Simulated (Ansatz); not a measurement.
Species: chloro-difluoro-methylsilane, CH3ClF2Si, charge 0, multiplicity 1. SMILES: C[Si](F)(F)Cl
Geometry: optimised at B3LYP-D3(BJ)/def2-TZVP (Ansatz, a quantum-chemistry and plane-wave program).

Cost against accuracy for the electronic atomisation energy, in kcal/mol, with Ansatz. The level to compare with is RI-MP2/CBS(aug-cc-pV(T+d)Z,aug-cc-pV(Q+d)Z)+[CCSD(T)-MP2]/aug-cc-pV(T+d)Z, which has limits of its own. With the core correlation from cc-pwCVTZ added it gives 776.4 kcal/mol. Valence correlation only, unless marked. UHF or UKS for open shells. No spin-orbit coupling. No relativistic terms. CBS(X,Y): correlation extrapolated as X^-3; Hartree-Fock from the larger set. [CCSD(T)-MP2]/basis is that difference in the basis named. Relative costs come from core seconds of the molecule's runs on one kind of shared machine; take them as rough. The def2-TZVPD runs include forces, double hybrids apart; the rest are energies alone. Times hold the program's checks for lower states and leave out the atoms.

| level | cost over PBE |
|---|---|
| CCSD(T)/STO-3G | 0.1× |
| CCSD(T)/6-31G | 0.4× |
| RI-MP2/cc-pV(T+d)Z | 0.5× |
| PBE/def2-TZVPD | 1× |
| RPA@PBE/cc-pV(T+d)Z | 2× |
| CCSD(T)/cc-pV(D+d)Z | 2× |
| B3LYP-D4/def2-TZVPD + dftd4 | 2× |
| CAM-B3LYP-D3(BJ)/def2-TZVPD + dftd3 | 2× |
| B2PLYP-D3(BJ)/def2-TZVPD + dftd3 | 2× |
| B2GP-PLYP-D3(BJ)/def2-TZVPD + dftd3 | 3× |
| RI-MP2/CBS(cc-pV(T+d)Z,cc-pV(Q+d)Z)+[CCSD(T)-MP2]/cc-pV(D+d)Z | 6× |
| RPA@PBE/cc-pV(Q+d)Z | 7× |
| RI-MP2/CBS(aug-cc-pV(T+d)Z,aug-cc-pV(Q+d)Z) | 9× |

### Question
Which is the cheapest level whose absolute difference stays within 2 kcal/mol?

### Answer
RI-MP2/CBS(cc-pV(T+d)Z,cc-pV(Q+d)Z)+[CCSD(T)-MP2]/cc-pV(D+d)Z at 6× PBE's cost, difference -1.3 kcal/mol. All differences: CCSD(T)/STO-3G -98.5, CCSD(T)/6-31G -182.2, RI-MP2/cc-pV(T+d)Z -3.3, PBE/def2-TZVPD -3.7, RPA@PBE/cc-pV(T+d)Z -72.4, CCSD(T)/cc-pV(D+d)Z -80.1, B3LYP-D4/def2-TZVPD + dftd4 -14.0, CAM-B3LYP-D3(BJ)/def2-TZVPD + dftd3 -7.3, B2PLYP-D3(BJ)/def2-TZVPD + dftd3 -14.1, B2GP-PLYP-D3(BJ)/def2-TZVPD + dftd3 -13.6, RI-MP2/CBS(cc-pV(T+d)Z,cc-pV(Q+d)Z)+[CCSD(T)-MP2]/cc-pV(D+d)Z -1.3, RPA@PBE/cc-pV(Q+d)Z -57.6, RI-MP2/CBS(aug-cc-pV(T+d)Z,aug-cc-pV(Q+d)Z) 21.6.
